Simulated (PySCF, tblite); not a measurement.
Species: C4H9NOS.
Structure used (GFN2-xTB), in Å, numbered top down from 1:
```xyz
16
C4H9NOS angstrom
C     -1.056    0.864   -0.627
N     -0.601   -0.228    0.203
C     -1.614   -1.166    0.624
C      0.674   -0.352    0.586
S      1.227   -1.592    1.527
C      1.658    0.694    0.112
O      2.932    0.540    0.642
H     -1.020    1.814   -0.085
H     -0.444    0.956   -1.526
H     -2.084    0.673   -0.926
H     -2.004   -1.714   -0.237
H     -1.176   -1.874    1.325
H     -2.432   -0.635    1.114
H      1.711    0.644   -0.990
H      1.284    1.693    0.383
H      2.939   -0.307    1.131
```

Computed, not measured: CAM-B3LYP/def2-SVPD in PySCF (dipole) on a GFN2-xTB geometry, gas phase.

Masses are those of the commonest isotopes; rigid-rotor values at the optimised geometry. The values belong to one conformer with, in the numbering `[CH3:1][N:2]([CH3:3])[C:4](=[S:5])[CH2:6][OH:7]`, C1–N2–C4–S5 180°, N2–C4–C6–O7 175°, C4–C6–O7–H 7°.

**Question.** Give the principal moments of inertia and the rotational constants in GHz.

**Answer.** Ia = 168.24, Ib = 279.42, Ic = 437.87 u·Å²; 505379 MHz·u·Å²/I gives 3004, 1809 and 1154 MHz, that is A = 3.0039, B = 1.8087, C = 1.1542 GHz.

**Question.** What kind of rotor is it?

**Answer.** An asymmetric top: κ = (2 × 1809 − 3004 − 1154)/(3004 − 1154) = -0.29.

**Question.** Is it planar, by Δ = Ic − Ia − Ib?

**Answer.** Not planar: Δ = Ic − Ia − Ib = -9.79 u·Å². For a rigid frame Δ = −2 Σ m c², so Σ m c² = 4.89 u·Å² lies off the ab plane: 4.79 from hydrogen and 0.10 from heavier atoms. The atom farthest from that plane is 0.98 Å away.

**Question.** Give the other two planar moments, Paa and Pbb, and the rms extents of the mass along the axes.

**Answer.** Paa = Σ m a² = (Ib + Ic − Ia)/2 = 274.52 and Pbb = Σ m b² = (Ia + Ic − Ib)/2 = 163.35 u·Å². With the mass M = 119.04 u, the rms extents √(P/M) along a, b and c are 1.52, 1.17, 0.20 Å.

**Question.** Which types of transition are allowed, and where do some lines up to J = 5 fall?

**Answer.** The dipole components are |μa| = 5.31 D, |μb| = 2.07 D, |μc| = 0.13 D. Intensities carry the squares of the components, which stand as 1.00 : 0.15 : 0.00 (a : b : c). Some lines, for components of 0.1 D or more:

```tsv
type	branch	J(Ka,Kc)	MHz	lower level (cm⁻¹)
c	Q	2(1,2) ← 2(0,2)	745	0.290
b	Q	1(1,0) ← 1(0,1)	1850	0.099
b	Q	3(2,1) ← 3(1,2)	3676	0.704
b	Q	3(2,2) ← 3(1,3)	6644	0.575
a	R	3(1,3) ← 2(1,2)	7794	0.315
c	R	2(1,1) ← 1(0,1)	8430	0.099
b	R	3(1,3) ← 2(0,2)	8539	0.290
a	Q	5(1,4) ← 5(1,5)	8842	1.336
b	Q	5(3,3) ← 5(2,4)	9026	1.665
b	R	4(1,3) ← 3(2,2)	9854	0.796
b	R	4(0,4) ← 3(1,3)	10083	0.575
a	R	5(2,4) ← 4(2,3)	14364	1.186
a	R	5(3,3) ← 4(3,2)	15191	1.460
c	R	3(3,1) ← 2(2,1)	16614	0.500
b	R	5(4,1) ← 4(3,2)	25721	1.460
c	R	5(5,0) ← 4(4,0)	28548	1.807
```

Its GFN2-xTB frequencies are all real (lowest 59 cm⁻¹). No vibrational averaging or centrifugal distortion is included, and the geometry carries the error of its method. A rigid rotor knows nothing of internal rotation, which can split or shift real lines. Quadrupole hyperfine structure (14N) is left out.
